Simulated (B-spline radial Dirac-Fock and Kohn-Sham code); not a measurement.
Binding energies of As⁵⁺ in different valence configurations

Method: multi-electron Dirac-Fock with separately optimised hole states, Breit and Lamb-shift corrections added in first order. Computed with a radial finite-basis atomic code. Electron correlation is not included.

Reference: the tabulated ground configuration [Ar] 3d10, with 1s 11948.8 eV, 2s 1616.4 eV, 2p1/2 1440.8 eV, 2p3/2 1404.9 eV, 3p1/2 227.6 eV, 3p3/2 222.5 eV, Kα1 10543.9 eV, Kβ1 11726.3 eV.

Shifts from the reference in eV.

| configuration | average energy | 1s | 2s | 2p1/2 | 2p3/2 | 3p1/2 | 3p3/2 | Kα1 | Kβ1 |
| --- | --- | --- | --- | --- | --- | --- | --- | --- | --- |
| [Ar] 3d9 4p1 | +54.03 | +16.32 | +17.73 | +17.60 | +17.61 | +12.79 | +12.67 | -1.29 | +3.65 |
| [Ar] 3d9 4s1 | +40.42 | +14.93 | +16.42 | +16.25 | +16.26 | +11.40 | +11.27 | -1.33 | +3.66 |
